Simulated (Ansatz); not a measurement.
`[SiH3][SiH]1CC1` and `F[C@H]1C[Si@H]1[SiH3]` differ in one atom or group.

Ansatz, PBE0-D4/def2-TZVP geometries, multiplicity 1. 

```json
{"property": "HOMO–LUMO gap (PBE0/def2-TZVPP) / eV", "`[SiH3][SiH]1CC1`": "6.66"}
{"property": "size of the dipole moment (ωB97M-V/def2-TZVPP) / D", "`[SiH3][SiH]1CC1`": "0.10"}
{"property": "HOMO energy (ωB97M-V/def2-TZVPP) / eV", "`[SiH3][SiH]1CC1`": "-8.98"}
{"property": "HOMO energy (PBE/def2-TZVPP) / eV", "`[SiH3][SiH]1CC1`": "-5.78"}
{"property": "LUMO energy (B3LYP/def2-TZVPP) / eV", "`[SiH3][SiH]1CC1`": "-0.37"}
{"property": "HOMO–LUMO gap (B3LYP/def2-TZVPP) / eV", "`[SiH3][SiH]1CC1`": "6.27"}
```

(1) What does the change do to each property? (Estimate.)

Answers

(1) Computed: 
```tsv
property	`F[C@H]1C[Si@H]1[SiH3]`	shift
HOMO–LUMO gap (PBE0/def2-TZVPP) / eV	6.54	-0.12
size of the dipole moment (ωB97M-V/def2-TZVPP) / D	1.65	1.55
HOMO energy (ωB97M-V/def2-TZVPP) / eV	-9.11	-0.13
HOMO energy (PBE/def2-TZVPP) / eV	-5.79	-0.01
LUMO energy (B3LYP/def2-TZVPP) / eV	-0.61	-0.24
HOMO–LUMO gap (B3LYP/def2-TZVPP) / eV	6.15	-0.12
```

With PBE0 the HOMO falls by 0.11 eV and the LUMO falls by 0.23 eV, so the gap narrows by about 0.12 eV. PBE moves the HOMO by -0.01 eV and ωB97M-V by -0.13 eV. Dipoles are sizes alone; their direction can turn.

B3LYP here is the variant with VWN-RPA as its local correlation; programs differ in this.
